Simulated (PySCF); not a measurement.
IIn, charge +1, doublet, geometry from GFN2-xTB (such geometries of metal compounds can be far from the true shape) (a state made from the parent by changing its charge; the spin is typed, not shown lowest) (all electrons, no relativity).

Here is a job for PySCF.
```python
from pyscf import gto, scf, dft

mol = gto.Mole()
mol.atom = '''
    In   -0.000000   -0.000000   -1.693201
    I     0.000000    0.000000    1.565412
'''
mol.basis = 'sto-3g'
mol.charge = 1
mol.spin = 1
mol.verbose = 4
mol.build()

mf = dft.UKS(mol)
mf.xc = 'wb97m_v'
mf.kernel()
```

### Question
What is the computed <S^2> (PySCF with WB97M-V/STO-3G)?

### Answer
0.763

### Question
Estimate the HOMO energy that WB97M-V/STO-3G returns for this input.

### Answer
-11.81 eV

### Question
What is the computed nuclear repulsion energy (WB97M-V/STO-3G)?

### Answer
421.7356 Eh

### Question
Predict the total energy from WB97M-V/STO-3G.

### Answer
-12537.7014 Eh

### Question
Predict the number of basis functions from WB97M-V/STO-3G.

### Answer
54

### Question
What Mulliken (on the basis functions themselves) charges in atom order does WB97M-V/STO-3G give?

### Answer
In1 0.93, I2 0.07

These values belong to the state on which the SCF converged, which isn't shown to be the lowest.
